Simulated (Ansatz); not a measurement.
All values below come from r2SCAN-D4/def2-TZVP in Ansatz (a first-principles code). No frequencies were computed at this level.

Ansatz 0.2 input:
```yaml
crystal:
  periodic: [false, false, false]
  atoms:
    - { symbol: O, position_ang: [0.884009, -0.460857, 0.015132] }
    - { symbol: B, position_ang: [-0.371042, -0.055447, 0.002352] }
    - { symbol: F, position_ang: [-1.361348, -0.918176, 0.03275] }
    - { symbol: F, position_ang: [-0.719094, 1.224974, -0.041474] }
    - { symbol: H, position_ang: [1.567476, 0.209506, -0.00876] }
basis:
  gaussian: { orbitals: def2-tzvp }
hamiltonian:
  xc: r2scan
  dispersion: d4
relax:
  max_steps: 150
```

Output:

```
Functional definition: r2SCAN
676 factors; their error is unknown
mean field evaluation 1: about -8172.3792 eV, gradient 6.4e1 eV
mean field evaluation 2: about -8163.0586 eV, gradient 9.8e1 eV
mean field evaluation 4: about -8178.1464 eV, gradient 4.6e0 eV
mean field evaluation 8: about -8178.1777 eV, gradient 6.3e-2 eV
mean field evaluation 16: about -8178.1713 eV, gradient 5.8e-6 eV
mean field -8178.17133007 eV, -300.5422530164 hartree, gradient 6.5e-6 eV, S^2 0.000000; 0 other end points of the search recorded, 0 dependent functions left out
reference -8178.17134031 eV, -300.5422533927 hartree; 16, 16 occupied and 114, 114 virtual orbitals, 676 factors
relax step   1: F+E_penalty+E_count = -8178.18376924 eV  Δ(F+E_penalty+E_count) = +0.000e0 eV  max|allowed force component| = 1.123e0 eV/Å  Δτ_max = 0.0000 Å  (26 SCF iters, accepted)
these checks for a lower state are left out or cut short: starts, cluster_reference, orbital_swaps, neighbouring_geometries, increment
676 factors; their error is unknown
mean field -8178.19338495 eV, -300.5430635184 hartree, gradient 1.3e-5 eV, S^2 0.000000; 0 other end points of the search recorded, 0 dependent functions left out
reference -8178.19339517 eV, -300.5430638939 hartree; 16, 16 occupied and 114, 114 virtual orbitals, 676 factors
relax step   2: F+E_penalty+E_count = -8178.20581992 eV  Δ(F+E_penalty+E_count) = -2.205e-2 eV  max|allowed force component| = 5.232e-1 eV/Å  Δτ_max = 0.0094 Å  (31 SCF iters, accepted)
these checks for a lower state are left out or cut short: starts, cluster_reference, orbital_swaps, neighbouring_geometries, increment
676 factors; their error is unknown
mean field -8178.20319972 eV, -300.5434242046 hartree, gradient 1.3e-5 eV, S^2 0.000000; 0 other end points of the search recorded, 0 dependent functions left out
reference -8178.20320991 eV, -300.5434245791 hartree; 16, 16 occupied and 114, 114 virtual orbitals, 676 factors
relax step   3: F+E_penalty+E_count = -8178.21563374 eV  Δ(F+E_penalty+E_count) = -9.814e-3 eV  max|allowed force component| = 9.944e-2 eV/Å  Δτ_max = 0.0133 Å  (30 SCF iters, accepted)
these checks for a lower state are left out or cut short: starts, cluster_reference, orbital_swaps, neighbouring_geometries, increment
676 factors; their error is unknown
mean field evaluation 32: about -8178.2054 eV, gradient 3.8e-1 eV
mean field -8178.20318781 eV, -300.5434237666 hartree, gradient 1.3e-5 eV, S^2 0.000000; 0 other end points of the search recorded, 0 dependent functions left out
reference -8178.20319799 eV, -300.5434241411 hartree; 16, 16 occupied and 114, 114 virtual orbitals, 676 factors
relax step   4: F+E_penalty+E_count = -8178.21562163 eV  Δ(F+E_penalty+E_count) = +1.211e-5 eV  max|allowed force component| = 1.436e-1 eV/Å  Δτ_max = 0.0032 Å  (31 SCF iters, rejected (line search))
these checks for a lower state are left out or cut short: starts, cluster_reference, orbital_swaps, neighbouring_geometries, increment
676 factors; their error is unknown
mean field -8178.20364081 eV, -300.5434404141 hartree, gradient 1.3e-5 eV, S^2 0.000000; 0 other end points of the search recorded, 0 dependent functions left out
reference -8178.20365100 eV, -300.5434407887 hartree; 16, 16 occupied and 114, 114 virtual orbitals, 676 factors
relax step   5: F+E_penalty+E_count = -8178.21607526 eV  Δ(F+E_penalty+E_count) = -4.415e-4 eV  max|allowed force component| = 8.091e-2 eV/Å  Δτ_max = 0.0016 Å  (32 SCF iters, accepted)
these checks for a lower state are left out or cut short: starts, cluster_reference, orbital_swaps, neighbouring_geometries, increment
676 factors; their error is unknown
mean field -8178.20502127 eV, -300.5434911452 hartree, gradient 1.3e-5 eV, S^2 0.000000; 0 other end points of the search recorded, 0 dependent functions left out
reference -8178.20503144 eV, -300.5434915191 hartree; 16, 16 occupied and 114, 114 virtual orbitals, 676 factors
relax step   6: F+E_penalty+E_count = -8178.21745813 eV  Δ(F+E_penalty+E_count) = -1.383e-3 eV  max|allowed force component| = 1.332e-2 eV/Å  Δτ_max = 0.0202 Å  (30 SCF iters, accepted)
these checks for a lower state are left out or cut short: starts, cluster_reference, orbital_swaps, neighbouring_geometries, increment
676 factors; their error is unknown
mean field -8178.20502395 eV, -300.5434912438 hartree, gradient 1.3e-5 eV, S^2 0.000000; 0 other end points of the search recorded, 0 dependent functions left out
reference -8178.20503413 eV, -300.5434916177 hartree; 16, 16 occupied and 114, 114 virtual orbitals, 676 factors
relax step   7: F+E_penalty+E_count = -8178.21746079 eV  Δ(F+E_penalty+E_count) = -2.660e-6 eV  max|allowed force component| = 5.115e-4 eV/Å  Δτ_max = 0.0003 Å  (32 SCF iters, accepted)
676 factors; their error is unknown
mean field evaluation 64: about -8178.2050 eV, gradient 4.1e-3 eV
mean field -8178.20502395 eV, -300.5434912438 hartree, gradient 1.3e-5 eV, S^2 0.000000; 1 other end points of the search recorded, 0 dependent functions left out
reference -8178.20503413 eV, -300.5434916177 hartree; 16, 16 occupied and 114, 114 virtual orbitals, 676 factors
Total energy: -8178.21747097 eV, -300.5439486631 hartree
Atom 0 at     0.897126    -0.485274     0.015868 Å, force     0.000152    -0.000505    -0.000004 eV/Å
Atom 1 at    -0.380387    -0.052672     0.002160 Å, force     0.000511     0.000298     0.000040 eV/Å
Atom 2 at    -1.362909    -0.933625     0.033370 Å, force    -0.000220    -0.000141    -0.000010 eV/Å
Atom 3 at    -0.693478     1.240081    -0.042016 Å, force    -0.000431     0.000267    -0.000027 eV/Å
Atom 4 at     1.539649     0.231490    -0.009382 Å, force    -0.000012     0.000082     0.000001 eV/Å
Dipole moment:     0.352631     0.217027    -0.007794 e Å
```

Cost: very roughly 21 core-seconds.
